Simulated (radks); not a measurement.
Values are calculated unless marked as measured or tabulated.
The table gives one normalised radial function P(r) = r R(r) (large component) of W in [Xe] 4f14 5d4 6s2 (r in bohr). Level of theory: Dirac Kohn-Sham, BLYP, spin-unpolarised, spherical densities, finite nucleus; open shells fill j = l - 1/2 first; Fermi nuclear charge, rms radius 5.3658 fm (a radial shooting solver on a logarithmic mesh with Libxc functionals).

r           P
0.003668   0.1524
0.00427    0.1637
0.004971   0.1739
0.005787   0.1823
0.006736   0.1880
0.007905   0.1898
0.009203   0.1861
0.01071    0.1757
0.01247    0.1570
0.01452    0.1287
0.0169     0.0898
0.01968    0.0399
0.02309   -0.0233
0.02688   -0.0908
0.0313    -0.1605
0.03644   -0.2249
0.04242   -0.2741
0.04938   -0.2964
0.05795   -0.2785
0.06746   -0.2135
0.07853   -0.1008
0.09143    0.0490
0.1064     0.2120
0.1239     0.3512
0.1454     0.4249
0.1693     0.3872
0.1971     0.2304
0.2294    -0.0225
0.2671    -0.3089
0.3109    -0.5388
0.3649    -0.6233
0.4248    -0.5009
0.4945    -0.1930
0.5757     0.2271
0.6702     0.6520
0.7802     0.9779
0.9083     1.1383
1.066      1.1153
1.241      0.9505
1.445      0.7146
1.682      0.4751
1.958      0.2784
2.279      0.1428
2.675      0.0604
3.114      0.0225
3.625      0.0070
4.22       0.0018
4.912      0.0003
5.719      0.0001
6.711      0.0000
7.813      0.0000
9.096      0.0000
10.59      0.0000

Which n and l does it have? It may be an empty orbital.

Answer. n = 5, l = 0: the number of nodes gives n - l - 1 = 4, the rise at small r points to l (this Dirac orbital starts outside the nucleus as r^gamma with gamma = sqrt((l + 1)^2 - (Z/c)^2) = 0.84; the j = 1/2 orbital of l + 1 starts with the same power, but with a smaller coefficient, and then steepens), and the extent must fit the shell. The curve is that of 5s1/2. 5s1/2: eigenvalue -78.176 eV, 4 radial nodes at r = 0.0218, 0.0872, 0.227, 0.532 bohr, <r> = 1.07 bohr, 90 % of the charge inside 1.54 bohr.
